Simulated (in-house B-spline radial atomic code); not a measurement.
# Kr IV (Kr3+): [Ar] 3d10 4s2 (4p3/2)3 (an excited or competing configuration)

All numbers are computed (Dirac-Hartree-Fock, average of the jj configuration; Fermi nucleus of rms radius 4.1884 fm) with an all-electron radial atomic-structure program (B-spline basis), not measured.

Screening seen three ways: the hydrogenic charge with the same mean radius, Z_r = [3n² - l(l+1)]/(2<r>), the one with the same energy, Z_e = n√(-2ε), and Slater's rules. Values are occupation-weighted means over j. An effective charge above Z reflects the relativistic contraction of the inner shells.

```csv
shell,electrons,ε (eV),<r> (bohr),Z_r,Z_e,Slater
1s,2,-14455,0.04147,36.17,32.60,35.70
2s,2,-2002.5,0.1827,32.84,24.26,31.85
2p,6,-1770.3,0.16,31.25,22.81,31.85
3s,2,-346.1,0.5266,25.64,15.13,24.75
3p,6,-269.47,0.5379,23.24,13.35,24.75
3d,10,-142.55,0.5503,19.08,9.71,14.85
4s,2,-66.406,1.483,16.18,8.84,9.30
4p,3,-48.918,1.684,13.66,7.58,9.30
```

The least bound orbital is 4p3/2 at -48.92 eV, and it is also the most diffuse (<r> = 1.684 bohr).

For the 1s electron the small component carries 1.71 % of the norm, the zero-frequency Breit interaction raises the level by 23.59 eV, self-energy by 12.52 eV, and vacuum polarisation lowers it by 1.302 eV.
